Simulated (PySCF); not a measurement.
SMILES F[SiH](O[SiH3])O[SiH3] (PBE0/def2-SVP optimised geometry):

```
13

Si    -0.300    -1.794     2.275
F     -0.867    -3.091     1.494
O      0.886    -1.132     1.374
Si     1.405    -0.351     0.000
O     -1.543    -0.755     2.483
Si    -2.995    -0.128     1.969
H      0.239    -2.216     3.577
H      0.903     1.055     0.000
H      0.899    -1.055    -1.215
H      2.894    -0.351     0.000
H     -3.307     1.061     2.809
H     -4.074    -1.146     2.114
H     -2.894     0.285     0.537
```

Level of theory: PBE0/def2-TZVP run with PySCF.

Question: What are the frontier orbital energies and the dipole moment?

Answer: HOMO-2 -9.37 eV, HOMO-1 -9.23 eV, HOMO -9.05 eV, LUMO -0.19 eV, LUMO+1 0.31 eV; dipole moment 1.15 D.

Meta-Löwdin charges at PBE0/def2-TZVP: Si1 1.43, F2 -0.51, O3 -0.83, Si4 0.75, O5 -0.84, Si6 0.75, H7 -0.12, H8 -0.11, H9 -0.11, H10 -0.10, H11 -0.10, H12 -0.10, H13 -0.11.
